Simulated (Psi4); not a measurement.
Input for Psi4:
```
memory 2 GB

molecule mol {
0 2
C     0.071661   -1.073899    0.751073
C     1.216477   -0.219116    0.177526
Si   -0.071602    0.973631   -0.595019
C    -1.142551   -0.503884   -0.004563
H    -0.031712   -0.902883    1.822844
H     0.213093   -2.143378    0.591315
H     1.825836   -0.774784   -0.532423
H     1.886389    0.189321    0.932373
H    -0.279824    2.236539    0.127518
H    -1.996321   -0.279377    0.632673
H    -1.488544   -1.174876   -0.788255
}

set {
  basis 6-311+g(2d,p)
  reference uhf
  freeze_core true
}

energy('mp2')
print_variables()
```

### Question
What does this run give for the total energy, MP2 correlation energy?

### Answer

```
Item                          Result
----------------------  ------------
total energy            -407.1405 Eh
MP2 correlation energy    -0.5543 Eh
```

These values belong to the state on which the SCF converged, which isn't shown to be the lowest.

### Question
Roughly what does it cost on one core?

### Answer
very roughly 13 core-seconds.
